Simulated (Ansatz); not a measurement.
Sr2O3⁻, relaxed as a doublet with UKS PBE0-D4/def2-SVPD in Ansatz, starting from the GFN1-xTB geometry. Force threshold 0.02 eV/Å.

In the def2 sets Sr takes a core potential; there is no spin–orbit coupling. The structure holds 1 bond(s) between oxygen atoms. The highest occupied level of the charge -1 doublet lies above zero (up to 0.55 eV). The electron is either unbound and held by the finite basis, or the level is raised by self-interaction error. Another isomer (doublet) lies 0.72 eV lower at PBE0-D4/def2-TZVPD; other spin states weren't run for this one.

Start:

```xyz
5

Sr    1.3481    0.3815   -0.4476
Sr   -1.6942   -0.8600   -0.3756
O    -0.0115   -0.7293   -1.7758
O     0.7859    0.9597    1.5538
O    -0.4282    0.2481    1.0452
```

```
step  energy (eV)  largest force component (eV/Å)  SCF passes
   1   -7802.1889                           1.495          22
   2   -7802.3089                           0.600          29
   3   -7802.3285                           0.274          26
   4   -7802.3330                           0.154          25
   5   -7802.3339                           0.009          25
```

Force components are those of the run's own axes.

End:

```xyz
5

Sr    1.360    0.368   -0.492
Sr   -1.717   -0.877   -0.393
O    -0.024   -0.741   -1.792
O     0.753    0.979    1.637
O    -0.371    0.271    1.040
```

By distances, no bond broke or formed. The bond that changes most is Sr1–O4, from 2.16 to 2.30 Å (atoms count from 1).

No frequencies were taken in this run, so the end may be a saddle point.

It took 15 s on 4 threads of Arm Neoverse V1 on a shared host.
